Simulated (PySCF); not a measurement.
Isomers of C6H9NO. Computed with PySCF 2.14.0, density-fitted response routines, TDDFT CAM-B3LYP/def2-SVPD, vertical, gas phase, core orbitals frozen in the response. Geometries: PBE0-D3(BJ)/def2-SVP; one conformer of each isolated species. Triplets are in the Tamm–Dancoff approximation.

A. `CC#CCNC(C)=O`
B. `C=C/C=C/NC(C)=O`
C. `CN(C)c1ccco1`
D. `CN(C)C1=COC=C1`

Lowest singlet levels (six at most, fewer where fewer were computed) with oscillator strengths:

1. 245 nm (f 1.014); 228 nm (f 0.001); 222 nm (f 0.000); 197 nm (f 0.000); 192 nm (f 0.010); 188 nm (f 0.023); T1 2.90 eV
2. 244 nm (f 0.074); 225 nm (f 0.203); 209 nm (f 0.024); 204 nm (f 0.009); 192 nm (f 0.021); 187 nm (f 0.072); T1 3.73 eV
3. 214 nm (f 0.001); 196 nm (f 0.004); 186 nm (f 0.023); 182 nm (f 0.005); 181 nm (f 0.001); 178 nm (f 0.010)
4. 231 nm (f 0.042); 227 nm (f 0.059); 203 nm (f 0.007); 199 nm (f 0.006); 190 nm (f 0.015); 186 nm (f 0.045); T1 3.80 eV

Problem. Which spectrum belongs to which structure?

Solution. 1 = B, 2 = C, 3 = A, 4 = D.
- A: S1 at 5.81 eV, HOMO-2→LUMO+2 (29%), HOMO→LUMO+2 (25%), HOMO-1→LUMO+2 (21%); Löwdin shares by element: HOMO carbon 44% or more, oxygen 20%, nitrogen 12% (atoms not listed hold the other 24%); LUMO carbon 34% or more, hydrogen 12% or more (atoms not listed hold the other 54%); HOMO -8.57 and LUMO 1.02 eV.
- B: S1 at 5.05 eV, HOMO→LUMO (97%); Löwdin shares by element: HOMO carbon 56% or more, nitrogen 15% (atoms not listed hold the other 29%); LUMO carbon 60% or more (atoms not listed hold the other 40%); HOMO -7.28 and LUMO 0.10 eV.
- C: S1 at 5.09 eV, HOMO→LUMO (87%); Löwdin shares by element: HOMO carbon 49% or more, nitrogen 24% (atoms not listed hold the other 27%); LUMO carbon 34% or more, hydrogen 14% or more (atoms not listed hold the other 52%); HOMO -6.52 and LUMO 1.26 eV.
- D: S1 at 5.36 eV, HOMO→LUMO (84%), HOMO→LUMO+1 (8%); Löwdin shares by element: HOMO carbon 36% or more, nitrogen 30%, oxygen 9% (atoms not listed hold the other 25%); LUMO carbon 39% or more, hydrogen 7% or more (atoms not listed hold the other 54%); HOMO -6.80 and LUMO 1.27 eV.
B and C have S1 within 0.04 eV of each other; their strongest listed levels stand at 5.05 eV (f 1.014) and 5.51 eV (f 0.203).
